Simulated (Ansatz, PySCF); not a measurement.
Stretching the Al1–H2 bond in AlBrH2 (SMILES [AlH2][Br]) (multiplicity 1 held, fragments rigid). Energies count from the point at 1.569 Å.
Geometry at that point (charge 0, multiplicity 1):
```xyz
4

Al    -0.83541    -1.29867     0.20638
H     -0.32445    -2.32949     1.27377
H     -2.12574    -1.47941    -0.66847
Br     0.38030     0.59119    -0.09395
```

U- levels take the lowest unrestricted solution at each point, which mixes spins at long bonds. Active spaces are followed from a long bond inwards. Left out are points that failed, MP2 points in a non-variational dive below the minimum, coupled-cluster points behind a sign of a changed root (a jump of the amplitudes, or a one-step jump against full CI or MRCI), small-basis points behind a change of solution, and semi-empirical points at long bonds. Levels need not reach the same state.

Frozen-core correlation. Filled d and f shells under p-block atoms count as core. Rows in LANL2DZ carry no dispersion term and start afresh at each structure. LANL2DZ brings its own core potentials from Na on.

Run with Ansatz (a quantum-chemistry and plane-wave program); PySCF for LANL2DZ rows. Each number belongs to the level named beside it.

Energies in kcal/mol.

```json
[
 {"R (Å)": "1.256", "U-HF/LANL2DZ": "27.5", "R-BP86/LANL2DZ": "28.6", "U-SCS-MP2/def2-TZVPP": "25.1", "FIC-NEVPT4(SD) on CASSCF(2,2)/def2-TZVPP": "25.5", "FIC-MRCISD on CASSCF(2,2)/def2-TZVPP": "25.5", "FIC-MRCISD+Q on CASSCF(2,2)/def2-TZVPP": "25.5"},
 {"R (Å)": "1.412", "U-HF/LANL2DZ": "5.9", "R-BP86/LANL2DZ": "6.7", "U-SCS-MP2/def2-TZVPP": "4.8", "FIC-NEVPT4(SD) on CASSCF(2,2)/def2-TZVPP": "5.0", "FIC-MRCISD on CASSCF(2,2)/def2-TZVPP": "5.0", "FIC-MRCISD+Q on CASSCF(2,2)/def2-TZVPP": "5.0"},
 {"R (Å)": "1.569", "U-HF/LANL2DZ": "0.0", "R-BP86/LANL2DZ": "0.0", "U-SCS-MP2/def2-TZVPP": "0.0", "FIC-NEVPT4(SD) on CASSCF(2,2)/def2-TZVPP": "0.0", "FIC-MRCISD on CASSCF(2,2)/def2-TZVPP": "0.0", "FIC-MRCISD+Q on CASSCF(2,2)/def2-TZVPP": "0.0"},
 {"R (Å)": "1.726", "U-HF/LANL2DZ": "3.0", "R-BP86/LANL2DZ": "1.7", "U-SCS-MP2/def2-TZVPP": "3.6", "FIC-NEVPT4(SD) on CASSCF(2,2)/def2-TZVPP": "3.2", "FIC-MRCISD on CASSCF(2,2)/def2-TZVPP": "3.2", "FIC-MRCISD+Q on CASSCF(2,2)/def2-TZVPP": "3.3"},
 {"R (Å)": "1.883", "U-HF/LANL2DZ": "10.9", "R-BP86/LANL2DZ": "7.8", "U-SCS-MP2/def2-TZVPP": "11.6", "FIC-NEVPT4(SD) on CASSCF(2,2)/def2-TZVPP": "10.6", "FIC-MRCISD on CASSCF(2,2)/def2-TZVPP": "10.6", "FIC-MRCISD+Q on CASSCF(2,2)/def2-TZVPP": "10.8"},
 {"R (Å)": "2.119", "U-HF/LANL2DZ": "27.1", "R-BP86/LANL2DZ": "20.8", "U-SCS-MP2/def2-TZVPP": "27.1", "FIC-NEVPT4(SD) on CASSCF(2,2)/def2-TZVPP": "24.9", "FIC-MRCISD on CASSCF(2,2)/def2-TZVPP": "24.9", "FIC-MRCISD+Q on CASSCF(2,2)/def2-TZVPP": "25.2"},
 {"R (Å)": "2.354", "U-HF/LANL2DZ": "43.1", "R-BP86/LANL2DZ": "34.9", "U-SCS-MP2/def2-TZVPP": "48.1", "FIC-NEVPT4(SD) on CASSCF(2,2)/def2-TZVPP": "39.6", "FIC-MRCISD on CASSCF(2,2)/def2-TZVPP": "39.6", "FIC-MRCISD+Q on CASSCF(2,2)/def2-TZVPP": "40.0"},
 {"R (Å)": "2.746", "U-HF/LANL2DZ": "56.2", "R-BP86/LANL2DZ": "56.4", "U-SCS-MP2/def2-TZVPP": "73.6", "FIC-NEVPT4(SD) on CASSCF(2,2)/def2-TZVPP": "60.2", "FIC-MRCISD on CASSCF(2,2)/def2-TZVPP": "60.0", "FIC-MRCISD+Q on CASSCF(2,2)/def2-TZVPP": "60.7"},
 {"R (Å)": "3.139", "U-HF/LANL2DZ": "60.8", "R-BP86/LANL2DZ": "73.6", "U-SCS-MP2/def2-TZVPP": "82.2", "FIC-NEVPT4(SD) on CASSCF(2,2)/def2-TZVPP": "73.7", "FIC-MRCISD on CASSCF(2,2)/def2-TZVPP": "73.4", "FIC-MRCISD+Q on CASSCF(2,2)/def2-TZVPP": "74.3"},
 {"R (Å)": "3.610", "U-HF/LANL2DZ": "62.6", "R-BP86/LANL2DZ": "88.3", "U-SCS-MP2/def2-TZVPP": "85.4", "FIC-NEVPT4(SD) on CASSCF(2,2)/def2-TZVPP": "81.7", "FIC-MRCISD on CASSCF(2,2)/def2-TZVPP": "81.3", "FIC-MRCISD+Q on CASSCF(2,2)/def2-TZVPP": "82.4"},
 {"R (Å)": "4.237", "U-HF/LANL2DZ": "63.3", "R-BP86/LANL2DZ": "100.4", "U-SCS-MP2/def2-TZVPP": "86.5", "FIC-NEVPT4(SD) on CASSCF(2,2)/def2-TZVPP": "85.2", "FIC-MRCISD on CASSCF(2,2)/def2-TZVPP": "84.7", "FIC-MRCISD+Q on CASSCF(2,2)/def2-TZVPP": "85.8"},
 {"R (Å)": "5.022", "U-HF/LANL2DZ": "63.5", "R-BP86/LANL2DZ": "left out", "U-SCS-MP2/def2-TZVPP": "86.8", "FIC-NEVPT4(SD) on CASSCF(2,2)/def2-TZVPP": "86.0", "FIC-MRCISD on CASSCF(2,2)/def2-TZVPP": "85.5", "FIC-MRCISD+Q on CASSCF(2,2)/def2-TZVPP": "86.6"}
]
```

Doubts at one or more of the structures used: a spin-contaminated determinant (U-HF/LANL2DZ, U-SCS-MP2/def2-TZVPP).
